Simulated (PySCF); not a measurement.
F₄S, SMILES FS(F)(F)F (connectivity only; charge and spin as stated), charge -1, multiplicity 2.

Geometry: PBE-D3(BJ)/def2-SVPD. The multiplicity is an assumed one; other spin states were not compared.

Computed with PBE-D3(BJ)/def2-SVPD in PySCF.

Frequencies are harmonic and unscaled.

| mode | ν (cm⁻¹) | IR (km/mol) | moving atoms (share of kinetic energy) |
|---|---|---|---|
| 1 | 149 | 0.5 | F 99 % |
| 2 | 154 | 25.7 | F 99 % |
| 3 | 192 | 1.8 | F 98 % |
| 4 | 280 | 16.8 | F 71 %, S 29 % |
| 5 | 357 | 6.1 | F 98 % |
| 6 | 389 | 78.4 | F 52 %, S 48 % |
| 7 | 454 | 12.5 | F 90 %, S 10 % |
| 8 | 575 | 554.4 | S 62 %, F 38 % |
| 9 | 690 | 96.6 | F 57 %, S 43 % |
